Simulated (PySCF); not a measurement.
Cost of excited-state runs on `C#C[Si@H]1C[C@@H]1CCS`, C6H10SSi

Molfile (atoms numbered from 1):
```
C6H10SSi
     RDKit          3D

 18 18  0  0  0  0  0  0  0  0999 V2000
    3.8209    1.8803    1.2135 C   0  0  0  0  0  0  0  0  0  0  0  0
    3.0077    1.3170    0.5292 C   0  0  0  0  0  0  0  0  0  0  0  0
    1.7771    0.4750   -0.5418 Si  0  0  1  0  0  4  0  0  0  0  0  0
    1.0119   -1.1188    0.1057 C   0  0  0  0  0  0  0  0  0  0  0  0
    0.0959    0.1088    0.2483 C   0  0  2  0  0  0  0  0  0  0  0  0
   -1.1866    0.1112   -0.5480 C   0  0  0  0  0  0  0  0  0  0  0  0
   -2.2111   -0.8165    0.0905 C   0  0  0  0  0  0  0  0  0  0  0  0
   -3.7442   -0.9528   -0.8948 S   0  0  0  0  0  0  0  0  0  0  0  0
    4.5292    2.3676    1.8199 H   0  0  0  0  0  0  0  0  0  0  0  0
    1.8769    0.7197   -1.9690 H   0  0  0  0  0  0  0  0  0  0  0  0
    1.3586   -1.5669    1.0265 H   0  0  0  0  0  0  0  0  0  0  0  0
    0.6776   -1.8697   -0.5979 H   0  0  0  0  0  0  0  0  0  0  0  0
   -0.0637    0.4244    1.2753 H   0  0  0  0  0  0  0  0  0  0  0  0
   -0.9949   -0.2212   -1.5709 H   0  0  0  0  0  0  0  0  0  0  0  0
   -1.5970    1.1250   -0.5954 H   0  0  0  0  0  0  0  0  0  0  0  0
   -2.4818   -0.4826    1.0929 H   0  0  0  0  0  0  0  0  0  0  0  0
   -1.8270   -1.8347    0.1487 H   0  0  0  0  0  0  0  0  0  0  0  0
   -4.0583    0.3407   -0.8443 H   0  0  0  0  0  0  0  0  0  0  0  0
  1  2  3  0
  2  3  1  0
  3  4  1  0
  4  5  1  0
  5  6  1  0
  6  7  1  0
  7  8  1  0
  5  3  1  0
  1  9  1  0
  3 10  1  6
  4 11  1  0
  4 12  1  0
  5 13  1  1
  6 14  1  0
  6 15  1  0
  7 16  1  0
  7 17  1  0
  8 18  1  0
M  END
```

PySCF with density fitting, on 1 thread of an Arm Neoverse V1, shared host. Command: `OMP_NUM_THREADS=1 python excited_run.py task.json out`

(1) How long does this run take, and how much memory?
- circular dichroism and optical rotation, CAM-B3LYP/def2-SVPD; 8 states

Results:

(1) 
```tsv
run	level	basis functions	wall time	peak memory (GiB)
circular dichroism and optical rotation	CAM-B3LYP/def2-SVPD	251	2.5 min	1.2
```
Times from a shared host are rough.
